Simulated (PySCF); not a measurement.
GaBr from Hartree–Fock to correlated methods

State: ¹Σ⁺ (singlet), closed shell. Set-up: PySCF, no relativity, basis sets Ga def2-TZVPPD, Br def2-TZVPPD. De refers to Ga + Br in their high-spin ground configurations, without counterpoise correction. A positive dipole means Ga(−)Br(+).

```json
{"Level": "RHF", "Re (Å)": "2.399", "ωe (cm⁻¹)": "257", "De (eV)": "3.25", "μ (D)": "-2.78", "CPU s a point (SCF and correlation, without the integrals)": "0.98"}
{"Level": "RHF-MP2", "Re (Å)": "2.357", "ωe (cm⁻¹)": "275", "De (eV)": "4.51", "μ (D)": "n/a", "CPU s a point (SCF and correlation, without the integrals)": "1.8"}
{"Level": "RHF-SCS-MP2", "Re (Å)": "2.369", "ωe (cm⁻¹)": "270", "De (eV)": "4.36", "μ (D)": "n/a", "CPU s a point (SCF and correlation, without the integrals)": "n/a"}
{"Level": "RHF-CCSD", "Re (Å)": "2.367", "ωe (cm⁻¹)": "272", "De (eV)": "4.21", "μ (D)": "n/a", "CPU s a point (SCF and correlation, without the integrals)": "n/a"}
{"Level": "RHF-CCSD(T)", "Re (Å)": "2.367", "ωe (cm⁻¹)": "272", "De (eV)": "4.33", "μ (D)": "n/a", "CPU s a point (SCF and correlation, without the integrals)": "78"}
{"Level": "PBE", "Re (Å)": "2.394", "ωe (cm⁻¹)": "256", "De (eV)": "4.50", "μ (D)": "-2.49", "CPU s a point (SCF and correlation, without the integrals)": "2.2"}
{"Level": "PW91", "Re (Å)": "2.391", "ωe (cm⁻¹)": "256", "De (eV)": "4.54", "μ (D)": "-2.50", "CPU s a point (SCF and correlation, without the integrals)": "1.6"}
{"Level": "r²SCAN", "Re (Å)": "2.365", "ωe (cm⁻¹)": "268", "De (eV)": "4.49", "μ (D)": "-2.27", "CPU s a point (SCF and correlation, without the integrals)": "3.2"}
{"Level": "M06-L", "Re (Å)": "2.385", "ωe (cm⁻¹)": "257", "De (eV)": "4.40", "μ (D)": "-2.42", "CPU s a point (SCF and correlation, without the integrals)": "3.4"}
{"Level": "r²SCANh", "Re (Å)": "2.362", "ωe (cm⁻¹)": "270", "De (eV)": "4.44", "μ (D)": "-2.31", "CPU s a point (SCF and correlation, without the integrals)": "4.6"}
{"Level": "B3LYP", "Re (Å)": "2.401", "ωe (cm⁻¹)": "253", "De (eV)": "4.30", "μ (D)": "-2.75", "CPU s a point (SCF and correlation, without the integrals)": "3.9"}
{"Level": "PBE0", "Re (Å)": "2.375", "ωe (cm⁻¹)": "264", "De (eV)": "4.40", "μ (D)": "-2.51", "CPU s a point (SCF and correlation, without the integrals)": "6.5"}
{"Level": "M06-2X", "Re (Å)": "2.395", "ωe (cm⁻¹)": "262", "De (eV)": "4.30", "μ (D)": "-2.59", "CPU s a point (SCF and correlation, without the integrals)": "4.3"}
{"Level": "LC-ωPBE", "Re (Å)": "2.346", "ωe (cm⁻¹)": "275", "De (eV)": "4.21", "μ (D)": "-2.39", "CPU s a point (SCF and correlation, without the integrals)": "4.3"}
```

The bond length runs from 2.346 Å (LC-ωPBE) to 2.401 Å (B3LYP). De spans 3.25 eV (RHF, mean field) to 4.54 eV (PW91, GGA). Correlation at CCSD(T) changes the Hartree–Fock bond energy by +1.08 eV; the triples alone change it by +0.12 eV.

Correlated steps freeze 18 core orbitals. Where the molecule has an RHF reference, its open-shell atoms are computed with UHF.

The whole job (state search and all levels along the bond) took about 10 min on 2 threads of Arm Neoverse V2 (shared host), peak memory 3.5 GiB.
